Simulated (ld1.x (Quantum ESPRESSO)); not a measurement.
# What one change does to a pseudopotential (silicon (Si), RRKJ)

* Element: Si (Z = 14)
* Generator: ld1.x (Quantum ESPRESSO) 7.5
* Type: norm-conserving RRKJ (Kleinman–Bylander form)
* Functional: PBE
* Relativity: scalar-relativistic
* Frozen core: [Ne]
* Valence charge: 4
* Reference configuration: 3s2 3p2
* Partial waves: 3p (bound): rc 2.15 bohr; 3d channel at 0.25 Ry: rc 1.80 bohr; 3s (bound): rc 1.95 bohr
* Local potential: the s channel
* Core correction: a·sin(br)/r model core, default radius (core density twice the valence density)

Change: wave 3s (bound): rc 1.95 bohr becomes 3s (bound): rc 1.72 bohr.

Cutoffs: the cutoffs (Ry, on a coarse ladder) from which the occupation-weighted sum of valence levels, in a spherical-Bessel basis at the reference potential, stays within 10 and 1 mRy of its value at 400 Ry; they do not see the model core or the augmentation charge, which bear on the density cutoff. Errors are all-electron minus pseudo energies relative to the spin-unpolarised reference configuration.

Task: How do hardness, ghosts and transferability respond?

Result: The potential gets neither clearly harder nor softer (18 Ry and 35 Ry → 18 Ry and 40 Ry); of the 7 tests that both files solve, the error grows in 0 and shrinks in 2 by more than 15 % and 0.3 meV (median size 6.2 → 4.4 meV); neither file shows a bound ghost.

| quantity | base | changed |
| --- | --- | --- |
| cutoff, loose | 18 Ry | 18 Ry |
| cutoff, tight | 35 Ry | 40 Ry |
| bound ghosts | none | none |
| error for 3s2 3p1, meV [ΔE 7.74 eV] | +3.6 | +3.1 |
| error for 3s2 3p0, meV [ΔE 23.73 eV] | +29 | +26 |
| error for 3s1 3p0, meV [ΔE 57.70 eV] | +101 | +101 |
| error for 3s1 3p3, meV [ΔE 6.81 eV] | -6.2 | -4.4 |
| error for 3s2 3p1.5, meV [ΔE 2.92 eV] | +0.5 | +0.4 |
| error for 3s2 3p2.3, meV [ΔE -0.93 eV] | +0.1 | +0.1 |
| error for 3s0 3p4, meV [ΔE 13.78 eV] | -26 | -19 |
| s: phases at 2.35 bohr within 0.05 rad from the reference energy up to (Ry; the scan ends near 5) | 2.6 | 2.8 |
| p: phases at 2.35 bohr within 0.05 rad from the reference energy up to (Ry; the scan ends near 5) | 3.4 | 3.5 |
| d: phases at 2.35 bohr within 0.05 rad from the reference energy up to (Ry; the scan ends near 5) | 4.4 | 4.2 |
